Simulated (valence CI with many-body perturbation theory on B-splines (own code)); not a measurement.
# Level structure of In⁴²⁺

Calculated by valence CI with perturbative core correlation (CI+MBPT): five valence electrons over a frozen Dirac-Fock core [He], a basis of 11 s, 11 p, 10 d, 8 f, 5 g, 2 h functions for each j, with the one-electron correlation potential Σ1, the two-electron term Σ2, the three-electron term Σ3, Breit, model QED; selected CI, second order for the rest, scaled by the run's own slope (own B-spline code, finite nucleus).

No measured spectrum was set against this ion. As an estimate, large intervals hold to a few tenths of a per cent, small ones and those within an open d or f shell to about a per cent. Among the levels kept, up to 7100 cm⁻¹ of a level comes from second order outside the variational space, and about a tenth of that is noise between levels of different J, which matters for small intervals.

Levels 136 to 180 of 205, with energies above the lowest level, (2s^2 2p1/2^2 2p3/2) J=3/2. "Leading %" is the weight of the configuration and term that name the level; weights of strongly mixed levels are sums over their largest components and can fall short. In the jj column 3d3/2^4 stands for four electrons in 3d with j = 3/2.

| No. | Configuration | Term | J | E (× 10³ cm⁻¹) | Leading % | Leading jj | Second component |
| --- | --- | --- | --- | --- | --- | --- | --- |
| 136 | 2s 2p3 3p | 4P | 3/2 | 36150 | 32 | 2s 2p1/2 2p3/2^2 3p3/2 (99 %) | 23 % 2s 2p3 3p 4D |
| 137 | 2s 2p3 3d | 6D° | 7/2 | 36161 | 36 | 2s 2p1/2 2p3/2^2 3d3/2 (65 %) | 26 % 2s 2p3 3d 4G° |
| 138 | 2s 2p3 3p | 4P | 5/2 | 36201 | 47 | 2s 2p1/2 2p3/2^2 3p3/2 (94 %) | 16 % 2s 2p3 3p 4F |
| 139 | 2s 2p3 3d | 6D° | 9/2 | 36209 | 42 | 2s 2p1/2 2p3/2^2 3d5/2 (94 %) | 38 % 2s 2p3 3d 4G° |
| 140 | 2s 2p3 3p | 2P | 1/2 | 36235 | 66 | 2s 2p1/2 2p3/2^2 3p3/2 (94 %) | 18 % 2s 2p3 3p 4D |
| 141 | 2s 2p3 3d | 4D° | 7/2 | 36251 | 55 | 2s 2p1/2 2p3/2^2 3d5/2 (66 %) | 21 % 2s 2p3 3d 2G° |
| 142 | 2s 2p3 3p | 4P | 3/2 | 36256 | 31 | 2s 2p1/2 2p3/2^2 3p3/2 (97 %) | 18 % 2s 2p3 3p 2D |
| 143 | 2s 2p3 3p | 2F | 7/2 | 36293 | 75 | 2s 2p1/2 2p3/2^2 3p3/2 (96 %) | 14 % 2s 2p3 3p 4F |
| 144 | 2s 2p3 3p | 2P | 1/2 | 36335 | 45 | 2s 2p1/2 2p3/2^2 3p3/2 (94 %) | 21 % 2s 2p3 3p 2S |
| 145 | 2s 2p3 3p | 2D | 5/2 | 36335 | 41 | 2s 2p1/2 2p3/2^2 3p3/2 (96 %) | 25 % 2s 2p3 3p 4P |
| 146 | 2s 2p3 3d | 4D° | 1/2 | 36365 | 52 | 2s 2p1/2 2p3/2^2 3d5/2 (91 %) | 18 % 2s 2p3 3d 2P° |
| 147 | 2s 2p3 3d | 4F° | 9/2 | 36368 | 41 | 2s 2p1/2 2p3/2^2 3d3/2 (84 %) | 31 % 2s 2p3 3d 4G° |
| 148 | 2s 2p3 3p | 2D | 5/2 | 36370 | 46 | 2s 2p1/2 2p3/2^2 3p3/2 (95 %) | 23 % 2s 2p3 3p 4D |
| 149 | 2s 2p3 3p | 2P | 3/2 | 36372 | 36 | 2s 2p1/2 2p3/2^2 3p3/2 (96 %) | 27 % 2s 2p3 3p 2D |
| 150 | 2s 2p3 3d | 4P° | 5/2 | 36393 | 42 | 2s 2p1/2 2p3/2^2 3d5/2 (57 %) | 19 % 2s 2p3 3d 4D° |
| 151 | 2s 2p3 3d | 4D° | 7/2 | 36409 | 48 | 2s 2p1/2 2p3/2^2 3d3/2 (84 %) | 40 % 2s 2p3 3d 4F° |
| 152 | 2s 2p3 3d | 4D° | 3/2 | 36423 | 28 | 2s 2p1/2 2p3/2^2 3d5/2 (76 %) | 25 % 2s 2p3 3d 4S° |
| 153 | 2s 2p3 3d | 4D° | 5/2 | 36455 | 68 | 2s 2p1/2 2p3/2^2 3d3/2 (64 %) | 11 % 2s 2p3 3d 2D° |
| 154 | 2s 2p3 3d | 4G° | 11/2 | 36462 | 100 | 2s 2p1/2 2p3/2^2 3d5/2 (100 %) |  |
| 155 | 2s 2p3 3d | 4P° | 3/2 | 36471 | 52 | 2s 2p1/2 2p3/2^2 3d3/2 (83 %) | 19 % 2s 2p3 3d 4D° |
| 156 | 2s 2p3 3p | 2P | 1/2 | 36473 | 63 | 2s 2p1/2 2p3/2^2 3p3/2 (95 %) | 28 % 2s 2p3 3p 4P |
| 157 | 2s 2p3 3p | 2D | 3/2 | 36486 | 43 | 2s 2p1/2 2p3/2^2 3p3/2 (93 %) | 23 % 2s 2p3 3p 2P |
| 158 | 2s 2p3 3d | 2G° | 9/2 | 36487 | 51 | 2s 2p1/2 2p3/2^2 3d5/2 (86 %) | 47 % 2s 2p3 3d 4F° |
| 159 | 2s 2p3 3d | 2S° | 1/2 | 36575 | 47 | 2s 2p1/2 2p3/2^2 3d5/2 (92 %) | 24 % 2s 2p3 3d 4P° |
| 160 | 2s 2p3 3d | 2P° | 3/2 | 36638 | 35 | 2s 2p1/2 2p3/2^2 3d5/2 (69 %) | 19 % 2s 2p3 3d 4S° |
| 161 | 2s 2p3 3d | 2F° | 7/2 | 36646 | 54 | 2s 2p1/2 2p3/2^2 3d5/2 (78 %) | 22 % 2s 2p3 3d 2G° |
| 162 | 2s 2p3 3d | 4F° | 3/2 | 36654 | 47 | 2s 2p1/2 2p3/2^2 3d3/2 (71 %) | 13 % 2s 2p3 3d 2P° |
| 163 | 2s 2p3 3d | 2D° | 5/2 | 36663 | 44 | 2s 2p1/2 2p3/2^2 3d5/2 (76 %) | 17 % 2s 2p3 3d 2F° |
| 164 | 2s 2p3 3d | 4D° | 1/2 | 36741 | 54 | 2s 2p1/2 2p3/2^2 3d3/2 (90 %) | 24 % 2s 2p3 3d 2P° |
| 165 | 2s 2p3 3d | 4G° | 5/2 | 36751 | 24 | 2s 2p1/2 2p3/2^2 3d3/2 (74 %) | 18 % 2s 2p3 3d 4F° |
| 166 | 2s 2p3 3d | 2D° | 3/2 | 36760 | 37 | 2s 2p1/2 2p3/2^2 3d3/2 (92 %) | 32 % 2s 2p3 3d 4D° |
| 167 | 2s 2p3 3d | 4D° | 5/2 | 36789 | 26 | 2s 2p1/2 2p3/2^2 3d5/2 (72 %) | 17 % 2s 2p3 3d 4P° |
| 168 | 2p4 3s | 4P | 5/2 | 36808 | 68 | 2p1/2^2 2p3/2^2 3s (93 %) | 26 % 2p4 3s 2D |
| 169 | 2s 2p3 3d | 2G° | 7/2 | 36808 | 53 | 2s 2p1/2 2p3/2^2 3d3/2 (84 %) | 21 % 2s 2p3 3d 2F° |
| 170 | 2s 2p3 3s | 4P° | 5/2 | 36833 | 33 | 2s 2p3/2^3 3s (61 %) | 14 % 2s 2p3 3s 2D° |
| 171 | 2s 2p3 3d | 2D° | 5/2 | 36863 | 40 | 2s 2p1/2 2p3/2^2 3d3/2 (47 %) | 17 % 2s 2p3 3d 4P° |
| 172 | 2s 2p3 3d | 4D° | 7/2 | 36866 | 47 | 2s 2p1/2 2p3/2^2 3d5/2 (93 %) | 14 % 2s 2p3 3d 2G° |
| 173 | 2s 2p3 3d | 2D° | 3/2 | 36871 | 30 | 2s 2p1/2 2p3/2^2 3d3/2 (60 %) | 15 % 2s 2p3 3d 4D° |
| 174 | 2p4 3s | 2P | 3/2 | 36873 | 52 | 2p1/2^2 2p3/2^2 3s (93 %) | 28 % 2p4 3s 2D |
| 175 | 2s 2p3 3d | 2F° | 5/2 | 36906 | 30 | 2s 2p1/2 2p3/2^2 3d3/2 (73 %) | 24 % 2s 2p3 3d 4D° |
| 176 | 2s 2p3 3d | 2D° | 5/2 | 36928 | 30 | 2s 2p1/2 2p3/2^2 3d5/2 (63 %) | 29 % 2s 2p3 3d 2F° |
| 177 | 2s 2p3 3d | 2P° | 1/2 | 36930 | 53 | 2s 2p1/2 2p3/2^2 3d3/2 (87 %) | 32 % 2s 2p3 3d 4D° |
| 178 | 2s 2p3 3s | 2P° | 3/2 | 36935 | 25 | 2s 2p3/2^3 3s (60 %) | 12 % 2s 2p3 3s 2D° |
| 179 | 2s 2p3 3d | 2D° | 3/2 | 36948 | 20 | 2s 2p1/2 2p3/2^2 3d3/2 (62 %) | 13 % 2s 2p3 3s 2P° |
| 180 | 2s 2p3 3d | 2G° | 9/2 | 36951 | 78 | 2s 2p1/2 2p3/2^2 3d5/2 (96 %) | 12 % 2s 2p3 3d 4G° |

Where two levels of one J and parity lie close, their mixing, g and order are uncertain.
